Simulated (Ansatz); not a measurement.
Geometry optimisation, Ansatz, RKS B3LYP/def2-SVP.

The input (input.yaml):

```yaml
crystal:
  periodic: [false, false, false]
  atoms:
    - { symbol: Ge, position_ang: [0.22801, 0.070158, -0.064107] }
    - { symbol: H, position_ang: [0.152334, 0.044252, 1.482874] }
    - { symbol: H, position_ang: [1.69765, -0.035674, -0.518396] }
    - { symbol: H, position_ang: [-0.507077, 1.267812, -0.671492] }
    - { symbol: F, position_ang: [-0.538345, -1.404092, -0.61229] }
    - { symbol: F, position_ang: [-2.315418, 0.196447, 1.292941] }
    - { symbol: H, position_ang: [-1.664755, -0.245003, 1.78037] }
basis:
  gaussian: { orbitals: def2-SVP }
hamiltonian:
  xc: b3lyp
relax:
  f_tol: 0.03
  max_steps: 50
```

Launched with:

```bash
$ ansatz run input.yaml --threads 1 --pin off --max-ram 2048MiB --backend cpu --events-out ev --progress --plain --runs-dir out
```

Where does it end, and by what steps?

It converged. After 14 steps the energy has fallen by 0.370 eV; H7 moved furthest, 0.94 Å.

```csv
step,energy less start (eV),largest force component (eV/Å),accepted
0,0.0000,0.266,yes
1,-0.0362,0.183,yes
2,0.0072,1.763,no
3,-0.0421,0.483,yes
4,-0.0592,0.370,yes
5,-0.0787,0.930,yes
6,-0.0832,0.925,yes
7,-0.1181,1.621,yes
8,-0.1944,1.643,yes
9,-0.2836,1.485,yes
10,-0.3505,0.211,yes
11,-0.3634,0.288,yes
12,-0.3663,0.258,yes
13,-0.3699,0.070,yes
14,-0.3702,0.007,yes
```

```xyz
7
Properties=species:S:1:pos:R:3
Ge 0.347 0.186 0.048
H 0.726 0.450 1.509
H 1.538 -0.294 -0.798
H -0.434 1.323 -0.621
F -0.748 -1.224 0.066
F -2.364 0.087 1.487
H -2.012 -0.633 0.999
```

The run took 32 s on 1 thread of Arm Neoverse V2, on a shared host, peak memory 0.15 GiB.
